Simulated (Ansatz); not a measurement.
Cost and result for the atomization energy of `O[SiH](S)CF` (10 atoms, 9 bonds).

```xyz
10

O     1.966   -0.025    0.129
Si    0.435    0.390    0.546
S    -0.246    2.164   -0.421
C    -0.801   -0.977    0.121
F    -1.033   -1.010   -1.255
H     2.247    0.161   -0.769
H     0.452    0.601    2.010
H    -0.839    1.465   -1.406
H    -0.421   -1.959    0.421
H    -1.759   -0.810    0.624
```

Charge 0, multiplicity 1. All single points use the PBE0-D4/def2-TZVP geometry. It is one conformer, not always the lowest. Program: Ansatz. All runs use 4 threads of an Arm Neoverse V2 on a shared host. Times are those of one run each, without the atoms' runs, and a repeat can differ threefold. Electronic energies, without spin–orbit coupling; frozen cores. CCSD(T)/CBS adds CCSD(T) − MP2 in def2-TZVPP to the MP2 limit, and its time is that of the two runs behind it. T1 = 0.012. B3LYP takes the VWN-RPA correlation (the form of Gaussian; ORCA's B3LYP/G). HSE06 is the plane-wave form, built on full-range PBE exchange.

CCSD(T)/CBS is a level of theory with its own doubt, some kJ/mol a heavy atom from the limit and from the frozen cores, so smaller differences don't rank the functionals.

```json
{"level": "PBE-QIDH/def2-TZVPP", "functions": "247", "atomization (kJ/mol)": "3528.2", "difference from CCSD(T)/CBS": "-50.8", "per bond": "-5.6"}
{"level": "CCSD(T)/CBS(def2)", "functions": "–", "atomization (kJ/mol)": "3579.0", "difference from CCSD(T)/CBS": "0.0", "per bond": "0.0"}
{"level": "BLYP-D4/def2-TZVPP", "functions": "247", "atomization (kJ/mol)": "3553.1", "difference from CCSD(T)/CBS": "-25.9", "per bond": "-2.9"}
{"level": "CCSD(T)/def2-SVP", "functions": "103", "atomization (kJ/mol)": "3298.5", "difference from CCSD(T)/CBS": "-280.5", "per bond": "-31.2"}
{"level": "BHLYP-D4/def2-TZVPP", "functions": "247", "atomization (kJ/mol)": "3438.0", "difference from CCSD(T)/CBS": "-141.0", "per bond": "-15.7"}
{"level": "CAM-B3LYP-D4/def2-TZVPP", "functions": "247", "atomization (kJ/mol)": "3574.8", "difference from CCSD(T)/CBS": "-4.2", "per bond": "-0.5"}
{"level": "ωB97X-V/def2-TZVPP", "functions": "247", "atomization (kJ/mol)": "3586.6", "difference from CCSD(T)/CBS": "7.6", "per bond": "0.9"}
{"level": "B3LYP-D4/def2-TZVPP (with forces)", "functions": "247", "atomization (kJ/mol)": "3551.8", "difference from CCSD(T)/CBS": "-27.2", "per bond": "-3.0"}
{"level": "B2PLYP/def2-TZVPP", "functions": "247", "atomization (kJ/mol)": "3517.1", "difference from CCSD(T)/CBS": "-61.9", "per bond": "-6.9"}
{"level": "MP2/def2-QZVPP", "functions": "461", "atomization (kJ/mol)": "3606.9", "difference from CCSD(T)/CBS": "27.9", "per bond": "3.1"}
{"level": "CCSD(T)/def2-TZVPP", "functions": "247", "atomization (kJ/mol)": "3468.7", "difference from CCSD(T)/CBS": "-110.3", "per bond": "-12.3"}
{"level": "HSE06-D4/def2-TZVPP", "functions": "247", "atomization (kJ/mol)": "3553.5", "difference from CCSD(T)/CBS": "-25.5", "per bond": "-2.8"}
{"level": "LDA (SPW92)/def2-TZVPP", "functions": "247", "atomization (kJ/mol)": "4113.3", "difference from CCSD(T)/CBS": "534.3", "per bond": "59.4"}
```

Q: Order the runs by time, with rough figures. (Best estimate.)

A: Ansatz gave: LDA (SPW92)/def2-TZVPP 1.2 s; BLYP-D4/def2-TZVPP 1.9 s; BHLYP-D4/def2-TZVPP 2.9 s; HSE06-D4/def2-TZVPP 3 s; CAM-B3LYP-D4/def2-TZVPP 3.1 s; CCSD(T)/def2-SVP 4 s; B3LYP-D4/def2-TZVPP (with forces) 4.1 s; B2PLYP/def2-TZVPP 4.8 s; PBE-QIDH/def2-TZVPP 4.9 s; ωB97X-V/def2-TZVPP 7 s; MP2/def2-QZVPP 18 s; CCSD(T)/def2-TZVPP 2.3 min; CCSD(T)/CBS(def2) 2.6 min.

The D4 term adds +35.9 kJ/mol with B3LYP and +18.8 kJ/mol with PBE0; it sums over pairs of atoms, weighted by their polarisabilities, and B3LYP, whose exchange is more repulsive, gets the larger term. From PBE to PBE0 (25 % exact exchange), in def2-TZVPP and without D4, the atomization energy moves by −71.5 kJ/mol: exact exchange takes away binding that semilocal exchange gives to molecules. Leaving LDA and LC-ωPBE aside and taking each functional with its dispersion term where it has one, the values, not all of them listed here, spread over 187.6 kJ/mol, from BHLYP-D4 to PBE-D4. LDA lies +509.8 kJ/mol from PBE without D4, its usual overbinding.
